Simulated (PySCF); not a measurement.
# BeF2, singlet: computed properties

These are results of PBE0 in PySCF with Be def2-TZVP, F def2-TZVP; no relativity; density-fitted integrals, not measurements.

The structure is a minimum.

Coordinates in bohr (charge 0 multiplicity 1):
```
Be    0.0000    0.0000    0.0000
F     0.0000    0.0000    2.6046
F     0.0000    0.0000   -2.6046
```

* Point group: D∞h
* Bond lengths: Be–F 1.378 Å (×2)
* Bond angles: F–Be–F 180.0°
* Entropy at 298.15 K and 1 bar: 227.1 J/(mol K)
* Enthalpy at 298.15 K above 0 K: 10.89 kJ/mol
* Zero-point energy: 17.8 kJ/mol
* Highest occupied level: -11.74 eV
* Rotational constants: 0.2335 cm⁻¹
* Atomisation energy without zero-point energy: 1247 kJ/mol
* Principal polarisabilities: 10.1, 10.1, 14.7 bohr³
* Lowest empty level: -0.68 eV
* Dipole moment: 0.00 D
* Principal quadrupole moments (Buckingham, traceless) about the centre of mass: -7.86, 3.93, 3.93 D Å
* Rotational symmetry number: 2
* Heat capacity Cp at 298.15 K: 45.9 J/(mol K)

Harmonic modes (masses in u: Be 9.012, F 18.998):
```tsv
symmetry	ω (cm⁻¹)	IR (km/mol, summed over degenerate members)	μ (u)
πu	343	321	10.02
σg+	725	0.0	19.00
σu+	1572	385	10.02
```

In D∞h the vibrations span πu + σg+ + σu+. The σg+ mode carries no infrared intensity, as symmetry demands. With a centre of inversion only u modes can be infrared active and only g modes Raman active.

Charges (e):
```tsv
atom	Mulliken	Löwdin	polar tensor	Mayer order to Be1
Be1	0.58	0.24	1.30	–
F2,3	-0.29	-0.12	-0.65	1.16
```

Mulliken populations on Be1: s 2.29, p 0.93, d 0.19.

Counting electrons, beryllium keeps none of its valence electrons outside its bonds, so the VSEPR class is AX2 and the expected shape is linear (D∞h), as computed.

The final relaxation and frequency run took 6.1 s on 2 threads of a shared Intel Xeon Gold 6455B (Sapphire Rapids) host, with 81 basis functions and 6 gradients; the process peaked at 0.76 GiB. Launch command: `OMP_NUM_THREADS=2 python axn.py task.json out`.
